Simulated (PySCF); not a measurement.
Cl3OSi, SMILES [O][Si](Cl)(Cl)Cl, multiplicity 2.

Coordinates come from a ωB97X-D3(BJ)/def2-SVP optimisation. The isomer is the one that the SMILES or the coordinates give; other isomers of the formula were not compared.

Calculation: ωB97X-D3(BJ)/def2-SVP run with PySCF.

Frequencies are harmonic and unscaled.

Problem. List the normal modes with their intensities. (An estimate is asked for; the answer gives what the named calculation found.)

Solution. 
```
mode  ν (cm⁻¹)  IR (km/mol)  moving atoms (share of kinetic energy)
----  --------  -----------  --------------------------------------
1          108          0.1                         Cl 63 %, O 36 %
2          162          0.1                         Cl 72 %, O 26 %
3          227         15.4                Cl 52 %, O 30 %, Si 18 %
4          236         14.5                Cl 48 %, O 29 %, Si 23 %
5          239         11.7                Cl 57 %, O 31 %, Si 13 %
6          474         10.7                Cl 75 %, O 14 %, Si 11 %
7          656        224.5                        Si 67 %, Cl 33 %
8          657        205.1                        Si 65 %, Cl 34 %
9          900         86.8                         O 56 %, Si 43 %
```
